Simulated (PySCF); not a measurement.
SMILES FC[SiH2][GeH3] (CH₇FGeSi), GFN2-xTB optimised geometry.

```
11

F      2.11     0.18    -0.07
C      1.70    -1.15     0.00
Si    -0.23    -1.15     0.00
Ge    -0.68     1.14     0.00
H      2.14    -1.65    -0.86
H      2.14    -1.56     0.91
H     -0.68    -1.88     1.18
H     -0.68    -1.87    -1.19
H     -0.17     1.86    -1.21
H     -2.14     1.49     0.05
H     -0.09     1.88     1.16
```

Density from B3LYP/def2-TZVP in PySCF 2.14.0 at that geometry.

Minimum of the electron density along straight lines between bonded atoms, close to the bond critical point (lines longer than 1.1 times the sum of covalent radii, or with two minima, are not listed):

```json
[
 {"bond": "F1–C2", "length / Å": "1.390", "ρ at the minimum / e bohr⁻³": "0.235", "∇²ρ there / e bohr⁻⁵": "(withheld)", "position (fraction from the first atom)": "0.66"},
 {"bond": "C2–Si3", "length / Å": "1.925", "ρ at the minimum / e bohr⁻³": "0.115", "∇²ρ there / e bohr⁻⁵": "0.14", "position (fraction from the first atom)": "0.62"},
 {"bond": "Si3–Ge4", "length / Å": "2.333", "ρ at the minimum / e bohr⁻³": "0.096", "∇²ρ there / e bohr⁻⁵": "(withheld)", "position (fraction from the first atom)": "0.46"},
 {"bond": "C2–H5", "length / Å": "1.091", "ρ at the minimum / e bohr⁻³": "0.287", "∇²ρ there / e bohr⁻⁵": "-1.02", "position (fraction from the first atom)": "0.65"},
 {"bond": "C2–H6", "length / Å": "1.091", "ρ at the minimum / e bohr⁻³": "0.287", "∇²ρ there / e bohr⁻⁵": "-1.02", "position (fraction from the first atom)": "0.65"},
 {"bond": "Si3–H7", "length / Å": "1.466", "ρ at the minimum / e bohr⁻³": "0.124", "∇²ρ there / e bohr⁻⁵": "0.18", "position (fraction from the first atom)": "0.49"},
 {"bond": "Si3–H8", "length / Å": "1.466", "ρ at the minimum / e bohr⁻³": "0.124", "∇²ρ there / e bohr⁻⁵": "0.18", "position (fraction from the first atom)": "0.49"},
 {"bond": "Ge4–H9", "length / Å": "1.495", "ρ at the minimum / e bohr⁻³": "0.142", "∇²ρ there / e bohr⁻⁵": "0.10", "position (fraction from the first atom)": "0.60"},
 {"bond": "Ge4–H10", "length / Å": "1.503", "ρ at the minimum / e bohr⁻³": "0.139", "∇²ρ there / e bohr⁻⁵": "0.10", "position (fraction from the first atom)": "0.60"},
 {"bond": "Ge4–H11", "length / Å": "1.495", "ρ at the minimum / e bohr⁻³": "0.142", "∇²ρ there / e bohr⁻⁵": "0.10", "position (fraction from the first atom)": "0.60"}
]
```

Task: What belongs in the gaps?

Result: 
- F1–C2, ∇²ρ there / e bohr⁻⁵: -0.12
- Si3–Ge4, ∇²ρ there / e bohr⁻⁵: -0.16
